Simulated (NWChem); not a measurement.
System: CH3AlFI; SMILES [F][Al]([I])[CH3]

```xyz
7

Al    -0.0420    -1.3348    -0.0553
F     -1.5126    -2.0014    -0.4615
I     -0.0607     1.0810     0.4324
C      1.5383    -2.4458     0.0098
H      2.4389    -1.8795     0.2885
H      1.7120    -2.9168    -0.9717
H      1.3994    -3.2610     0.7390
```
Atoms are numbered in this order, from 1.

Level: PBE0/def2-SVP with def2 effective core potentials on I (NWChem), optimised geometry, unscaled harmonic frequencies. def2 effective core potentials on I; no spin-orbit coupling.

Q: List the harmonic frequencies with IR intensities, and the thermochemistry.

A: 
```
frequency (cm⁻¹)  IR intensity (km/mol)
----------------  ---------------------
22                                  0.0
134                                 1.8
178                                11.5
202                                24.4
334                                54.3
652                                49.3
657                                65.2
702                               101.0
882                               130.1
1211                               20.6
1415                                3.3
1421                                2.7
3055                                0.4
3153                                0.2
3178                                0.3
```

- zero-point energy = 24.6 kcal/mol
- thermal correction to the enthalpy at 298.15 K (with zero-point energy) = 29.2 kcal/mol
- heat capacity Cv = 18.8 cal/(mol K)
- entropy at 298.15 K and 1 atm (symmetry number 1) = 85.9 cal/(mol K)

Rigid rotor and harmonic oscillator; modes under 100 cm⁻¹ make the entropy uncertain.
